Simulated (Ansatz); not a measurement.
One geometry of CoSi3, several levels of theory.

```yaml
crystal:
  periodic: [false, false, false]
  atoms:
    - {symbol: Co, position_ang: [0.841738, -0.689325, 0.405626]}
    - {symbol: Si, position_ang: [-1.109144, -1.472087, -0.066795]}
    - {symbol: Si, position_ang: [-0.909155, 0.744548, -0.438323]}
    - {symbol: Si, position_ang: [1.176552, 1.416863, 0.099492]}
basis:
  gaussian: {orbitals: def2-TZVPD, initial_orbitals: start.molden}
magnetization: {spin_polarized: true, initial_magnetization: 1}
hamiltonian: {xc: r2scan, dispersion: d4}
scf: {omitted_lower_state_checks: [starts]}
output: {orbitals: {seedname: orbitals}}
```

The file start.molden holds the orbitals of an earlier run on this structure, at another level or in another basis.

```sh
$ ansatz run in.yaml --threads 4 --pin off --events-out ev --progress --plain --max-ram 3916MiB
```

Output, abridged:

```
Functional definition: r2SCAN
1288 factors; their error is unknown
mean field evaluation 1: about -61256.5262 eV, gradient 7.1e0 eV
mean field evaluation 2: about -61256.6591 eV, gradient 3.1e-1 eV
mean field evaluation 4: about -61256.6445 eV, gradient 7.2e-2 eV
mean field evaluation 8: about -61256.6445 eV, gradient 2.7e-5 eV
mean field evaluation 16: about -61256.6445 eV, gradient 7.0e-6 eV
mean field -61256.64451805 eV, -2251.1401647935 hartree, gradient 7.1e-6 eV, S^2 0.940794; 0 other end points of the search recorded, 0 dependent functions left out
reference -61256.64453702 eV, -2251.1401654905 hartree; 35, 34 occupied and 142, 143 virtual orbitals, 1288 factors
Total energy: -61256.68514181 eV, -2251.1416576891 hartree
Checks for a lower state left out: starts
```

It took 22 s on 4 threads of Arm Neoverse V1 on a shared host, peak host memory 0.59 GiB.

The first input with `gaussian: {orbitals: def2-TZVP, initial_orbitals: start.molden}`, `hamiltonian: {xc: {name: BLYP}, dispersion: d4}` (abridged; 3.7 s):

```
Functional definition: BLYP
mean field -61262.00055954 eV, -2251.3369956877 hartree, gradient 1.0e-5 eV, S^2 0.799062
Total energy: -61262.46712620 eV, -2251.3541416963 hartree
Checks for a lower state left out: starts
```

As the first input, with `gaussian: {orbitals: def2-TZVP, initial_orbitals: start.molden}`, `hamiltonian: {xc: {name: r2SCANh}, dispersion: d4}` (abridged; 22 s):

```
Functional definition: r2SCANh
mean field -61255.40287828 eV, -2251.0945353735 hartree, gradient 5.5e-6 eV, S^2 1.056596
Total energy: -61255.44984622 eV, -2251.0962614132 hartree
Checks for a lower state left out: starts
```

As the first input, with `gaussian: {orbitals: def2-TZVP, initial_orbitals: start.molden}`, `hamiltonian: {xc: pbe, dispersion: d4}` (abridged; 3.7 s):

```
Functional definition: PBE
mean field evaluation 16: about -61241.7142 eV, gradient 4.1e-6 eV
mean field -61241.71422802 eV, -2250.5914867548 hartree, gradient 4.1e-6 eV, S^2 0.809694
Total energy: -61241.93637729 eV, -2250.5996505900 hartree
Checks for a lower state left out: starts
```

The first input with `gaussian: {orbitals: def2-TZVP, initial_orbitals: start.molden}`, `hamiltonian: {xc: {name: B97M-V}}` (abridged; 33 s):

```
Functional definition: B97M-V
mean field -61244.65191742 eV, -2250.6994448490 hartree, gradient 8.2e-6 eV, S^2 0.999871
Total energy: -61244.65196572 eV, -2250.6994466239 hartree
Checks for a lower state left out: starts
```

First input, but with `gaussian: {orbitals: def2-SVP, initial_orbitals: start.molden}`, `hamiltonian: {xc: pbe0, dispersion: d4}` (abridged; 4.1 s):

```
Functional definition: PBE0
mean field -61228.48789466 eV, -2250.1054279692 hartree, gradient 1.0e-5 eV, S^2 1.166630
Total energy: -61228.67624027 eV, -2250.1123495425 hartree
Checks for a lower state left out: starts
```

First input, but with `gaussian: {orbitals: def2-TZVP, initial_orbitals: start.molden}`, `hamiltonian: {xc: {name: BHLYP}, dispersion: d4}` (abridged; 26 s):

```
Functional definition: BHLYP
mean field evaluation 16: about -61255.2920 eV, gradient 1.7e-2 eV
mean field evaluation 32: about -61255.2920 eV, gradient 1.1e-5 eV
mean field -61255.29202522 eV, -2251.0904615986 hartree, gradient 9.4e-6 eV, S^2 1.684728
Total energy: -61255.68973498 eV, -2251.1050771627 hartree
Checks for a lower state left out: starts
```

Geometry: PBE-D4/def2-SVP.

At r2SCAN-D4/def2-TZVPD, r2SCANh-D4/def2-TZVP, B97M-V/def2-TZVP, PBE0-D4/def2-SVP and others the charge 0 doublet is spin-contaminated (final ⟨S²⟩ up to 1.68, 0.75 for a pure state). The structure comes from a short search, and lower isomers may exist.
